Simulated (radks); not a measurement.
Neutral copper inside a hard spherical wall (all orbitals vanish at R), configuration held at [Ar] 3d10 4s1 and not refilled when levels cross. All-electron calculation, non-relativistic Kohn-Sham, LDA (Slater exchange, Perdew-Wang correlation), spin-unpolarised, spherical densities, point nucleus. Program: a radial shooting solver on a logarithmic mesh with Libxc functionals. Eigenvalues in eV, with the zero of energy where the potential of the charges vanishes at infinity; a dash marks a level that is unbound or too diffuse for the functional's potential to be trusted. A positive occupied level is held by the wall or, in an anion where self-interaction has pushed it up, behind a barrier. The pressure on the wall is -dE/dV.

R (bohr)  E (hartree)  kinetic (hartree)    e(3s)    e(3p)   e(3d)   e(4s)  e(4p, empty)  e(5s, empty)  pressure (GPa)
free      -1637.77390           1635.980  -110.41  -70.998  -5.501  -4.683        -0.792        -0.008               0
15        -1637.77390           1635.980  -110.41  -70.998  -5.501  -4.683        -0.781         0.426        < 0.0001
10        -1637.77371           1635.982  -110.39  -70.979  -5.482  -4.664        -0.626         1.842         0.00507
8         -1637.77207           1635.995  -110.28  -70.870  -5.377  -4.554        -0.243         4.066          0.0758
7         -1637.76823           1636.018  -110.10  -70.689  -5.201  -4.355         0.244         6.431           0.306
6         -1637.75625           1636.082  -109.67  -70.268  -4.796  -3.859         1.231        10.726            1.32
5         -1637.71703           1636.260  -108.67  -69.273  -3.846  -2.573         3.376        19.189            6.40
4         -1637.57432           1636.826  -106.14  -66.772  -1.451   1.079         8.638        38.020            38.7
3.5       -1637.37763           1637.544  -103.53  -64.204   1.049   5.316        14.234        56.595             108
2.5       -1635.83655           1642.734  -90.849  -51.748  13.955  31.701        45.845        149.80            1310
1.5       -1619.65859           1694.578  -32.405    8.685  82.205  216.98        238.67        616.47           53300
